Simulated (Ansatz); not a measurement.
C$_{6}$H$_{12}$O$_{2}$, singlet, geometry from GFN2-xTB. Base run: HF/6-311G** in Ansatz (a program for electronic structure).

Here is a job for Ansatz.
Ansatz 0.2 input:
```yaml
crystal:
  periodic: [false, false, false]
  atoms:
    - {symbol: C, position_ang: [2.65959853, 0.31981790, -0.51708838]}
    - {symbol: O, position_ang: [1.42608891, 0.33433299, 0.18513904]}
    - {symbol: C, position_ang: [0.35802587, -0.10680283, -0.49433264]}
    - {symbol: O, position_ang: [0.42075051, -0.49494876, -1.63071597]}
    - {symbol: C, position_ang: [-0.90874807, -0.04760940, 0.35209156]}
    - {symbol: C, position_ang: [-1.14663063, 1.40796673, 0.76787169]}
    - {symbol: C, position_ang: [-0.70468056, -0.92280920, 1.59323199]}
    - {symbol: C, position_ang: [-2.08515330, -0.56345970, -0.47481904]}
    - {symbol: H, position_ang: [2.91882979, -0.70046035, -0.80731888]}
    - {symbol: H, position_ang: [2.59040014, 0.93251231, -1.41826051]}
    - {symbol: H, position_ang: [3.40380986, 0.72395988, 0.16440464]}
    - {symbol: H, position_ang: [-2.04615874, 1.47492446, 1.37569236]}
    - {symbol: H, position_ang: [-1.27513290, 2.03881900, -0.10917489]}
    - {symbol: H, position_ang: [-0.30497609, 1.78095682, 1.34557483]}
    - {symbol: H, position_ang: [-1.59744528, -0.89532781, 2.21397325]}
    - {symbol: H, position_ang: [-0.51645287, -1.95494588, 1.30513262]}
    - {symbol: H, position_ang: [0.13905713, -0.56420998, 2.17700645]}
    - {symbol: H, position_ang: [-2.99929554, -0.52861782, 0.11246175]}
    - {symbol: H, position_ang: [-2.21545976, 0.04309556, -1.36728322]}
    - {symbol: H, position_ang: [-1.90636200, -1.58840109, -0.78932378]}
basis:
  gaussian:
    orbitals: 6-311G__.json
hamiltonian:
  xc: hf
```
The basis file holds 6-311G** in the JSON format of the Basis Set Exchange.

The base run was repeated with changes; each row names its change, and settings that it needs were set with it.

```tsv
change	ΔE vs base (mEh)
base	0.000
lower_state_search = full	0.000
point_charge = charge:-1.0 position_ang:4.27, 4.4293, -2.068	-4.935
lower_state_search = light	0.000
forces = on	0.001
fitting.mean_field = def2-universal-JKFIT	0.156
fitting.mean_field = cc-pVTZ-JKFIT	0.136
lower_state_search = off	0.000
point_charge = charge:1.0 position_ang:-0.8864, -4.5886, -4.5426	-9.168
nuclear_model = gaussian	0.045
accuracy = high	-0.005
```
